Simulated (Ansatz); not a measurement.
Ansatz (a first-principles code) input (CCSD(T)/aug-cc-pV(D+d)Z):
A basis named .json is the Basis Set Exchange file of that set.

Ansatz 0.2 input:
```yaml
crystal:
  periodic: [false, false, false]
  atoms:
    - {symbol: C, position_ang: [2.88012352, 0.03490589, -0.10575287]}
    - {symbol: N, position_ang: [1.59692647, -0.41330810, -0.62121140]}
    - {symbol: Si, position_ang: [0.09154308, -0.22031232, 0.18931669]}
    - {symbol: N, position_ang: [-0.81190858, 1.24000197, 0.11137595]}
    - {symbol: C, position_ang: [-0.62031664, 2.39294462, 0.97444239]}
    - {symbol: N, position_ang: [-0.90935427, -1.41514307, -0.52494955]}
    - {symbol: C, position_ang: [-2.34185675, -1.57617228, -0.33571128]}
    - {symbol: H, position_ang: [2.83983640, 0.06779282, 0.98420147]}
    - {symbol: H, position_ang: [3.16370573, 1.03560722, -0.45435976]}
    - {symbol: H, position_ang: [3.68227749, -0.65652246, -0.37944803]}
    - {symbol: H, position_ang: [1.58186165, -0.51043582, -1.62560848]}
    - {symbol: H, position_ang: [0.45243353, -0.31814466, 1.62865776]}
    - {symbol: H, position_ang: [-1.29269628, 1.45699786, -0.74886806]}
    - {symbol: H, position_ang: [-1.57484472, 2.85753631, 1.23883019]}
    - {symbol: H, position_ang: [0.01933937, 3.16521408, 0.53025106]}
    - {symbol: H, position_ang: [-0.14771649, 2.07271361, 1.90437425]}
    - {symbol: H, position_ang: [-0.44621718, -2.25803335, -0.82749928]}
    - {symbol: H, position_ang: [-2.84015166, -1.84826680, -1.27132042]}
    - {symbol: H, position_ang: [-2.76680786, -0.63221491, 0.00404296]}
    - {symbol: H, position_ang: [-2.58996954, -2.33879629, 0.41193851]}
basis:
  gaussian:
    orbitals: aug-cc-pV_D+d_Z.json
magnetization: {spin_polarized: false}
correlation: {method: ccsd_t, electrons: outside_noble_gas}
```

Output:

```
Functional definition: HF
integrals: 2.91 GiB planned
2837 factors; integrals over basis functions are off by at most 7.2e-4 eV
1.85 GiB of device memory are held for the factors and their scratch space
mean field: 2.35 GiB planned
mean field evaluation 1: about -15599.7740 eV, gradient 5.6e1 eV
mean field evaluation 2: about -15599.8123 eV, gradient 5.6e1 eV
mean field evaluation 4: about -15607.3180 eV, gradient 5.1e0 eV
mean field evaluation 8: about -15607.4049 eV, gradient 2.5e-1 eV
mean field evaluation 16: about -15607.2700 eV, gradient 5.1e0 eV
mean field -15607.40519313 eV, -573.5615617682 hartree, gradient 2.9e-6 eV, S^2 0.000000; 0 other end points of the search recorded, 0 dependent functions left out
11 core orbitals not correlated
reference -15607.40519313 eV, -573.5615617682 hartree; 22, 22 occupied and 254, 254 virtual orbitals, 2837 factors
second order -29.87890340 eV of doubles, -0.00000000 eV of singles
coupled cluster: 20.70 GiB planned
cycle   1  -31.15044640 eV  change    -1.3e0 eV  update   1.2e-1
cycle   2  -31.93044104 eV  change   -7.8e-1 eV  update   3.4e-2
cycle   3  -32.09106277 eV  change   -1.6e-1 eV  update   1.6e-2
cycle   4  -32.08533414 eV  change    5.7e-3 eV  update   4.1e-3
cycle   5  -32.08496008 eV  change    3.7e-4 eV  update   2.0e-3
cycle   6  -32.08549575 eV  change   -5.4e-4 eV  update   6.6e-4
cycle   7  -32.08516339 eV  change    3.3e-4 eV  update   2.7e-4
cycle   8  -32.08508074 eV  change    8.3e-5 eV  update   8.9e-5
cycle   9  -32.08509017 eV  change   -9.4e-6 eV  update   3.5e-5
perturbative correction -1.05664786 eV, -0.0388310926 hartree
Total energy: -15640.54693115 eV, -574.7794981764 hartree
```
